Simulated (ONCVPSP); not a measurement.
## tungsten (W): ONCV pseudisation with BLYP, scalar-relativistic reference atom.

ONCVPSP 4.0.1 input, shortened (lines: element, Z, core and valence counts, functional; n l f; lmax; l rc ep ncon nbas qcut; lloc lpopt rc5 dvloc0; l nproj debl; icmod fcfact rcfact), BLYP, scalar-relativistic:

```
  W 74.00   10    4  -106131      upf
    1    0    2.00
    2    0    2.00
    2    1    6.00
    3    0    2.00
    3    1    6.00
    3    2   10.00
    4    0    2.00
    4    1    6.00
    4    2   10.00
    4    3   14.00
    5    0    2.00
    5    1    6.00
    5    2    4.00
    6    0    2.00
    2
    0    1.75    0.00    4    9    7.00
    1    1.65    0.00    4    8    8.30
    2    2.30    0.00    4    9    6.50
    4    5    1.30    0.00
    0    2    1.20
    1    2    1.50
    2    2    3.70
    4    0.75    0.00
```

In the p channel the program set the typed energies aside and used -1.581, 0.250 Ha.

All-electron outer shells of the reference configuration (BLYP, scalar-relativistic, ld1.x):

| shell | level (eV) | outermost node (bohr) | outermost maximum (bohr) |
| --- | --- | --- | --- |
| 5s | -78.92 | 0.53 | 0.96 |
| 5p | -43.02 | 0.57 | 1.09 |
| 4f | -32.97 | – | 0.43 |
| 6s | -5.60 | 1.28 | 2.64 |
| 5d | -4.34 | 0.63 | 1.50 |

(1) Estimate the cutoffs (Ha) at which the residual kinetic energy of the hardest occupied pseudo-wave falls to 1 and 0.1 mHa per electron.

(2) What does a ghost test show?

(3) Which valence shell sets the plane-wave cutoff?

(4) Tests: 5s2 5p6 5d4 6s1; 5s2 5p6 5d4 6s0; 5s2 5p6 5d3 6s0; 5s2 5p5 5d4 6s2. Which has the largest error in its energy relative to the reference configuration, and how large is it?

Answers

(1) 23 Ha and 28 Ha.

(2) No bound ghost flagged; GHOST(+) flagged for s at 151.0 eV.

(3) 5p: 23 Ha for 1 mHa per electron, against 18 Ha for 5s.

(4) 5s2 5p5 5d4 6s2, with -141 meV (all-electron minus pseudo) on +48.77 eV.
